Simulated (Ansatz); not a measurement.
Basis sets compared for the cluster Cu₂Au. Total charge 0; doublet. Geometry PBE0-D4/def2-TZVP. Ansatz on 4 threads of Arm Neoverse V2 on a shared host; times are rough, and most runs start from earlier orbitals.

```
atom   x (Å)   y (Å)   z (Å)
 Au1   0.571  -1.356  -0.304
 Cu2   0.168   1.091  -0.840
 Cu3  -0.738   0.264   1.144
```

In the def2 sets Au takes a core potential; there is no spin–orbit coupling. The structure comes from a short search, and lower isomers may exist.

Binding counts from free atoms (Au doublet, Cu doublet) in the same basis, without a counterpoise term.

```tsv
level	functions	energy (Eh)	HOMO (eV)	LUMO (eV)	binding per atom (eV)	wall time
PBE-D4/def2-SVP	94	-3415.8665	-3.82	-3.31	1.60	2.1 s
PBE-D4/def2-TZVP (with forces)	130	-3416.3816	-4.18	-3.63	1.33	3.2 s
r2SCAN-D4/def2-TZVP	130	-3416.8453	-4.35	-3.35	1.36	7 s
PBE0-D4/def2-SVP	94	-3415.8226	-4.32	-2.38	1.34	3 s
PBE0-D4/def2-TZVP	130	-3416.3180	-4.61	-2.65	1.16	4.6 s
```

Problem. Estimate the rows for PBE-D4/def2-TZVPD, r2SCAN-D4/def2-TZVPD, PBE0-D4/def2-TZVPD.

Solution. 
```csv
level,functions,energy (Eh),HOMO (eV),LUMO (eV),binding per atom (eV),wall time
PBE-D4/def2-TZVPD,139,-3416.3825,-4.20,-3.65,1.34,3.3 s
r2SCAN-D4/def2-TZVPD,139,-3416.8461,-4.36,-3.36,1.37,7.5 s
PBE0-D4/def2-TZVPD,139,-3416.3188,-4.63,-2.66,1.16,5.5 s
```
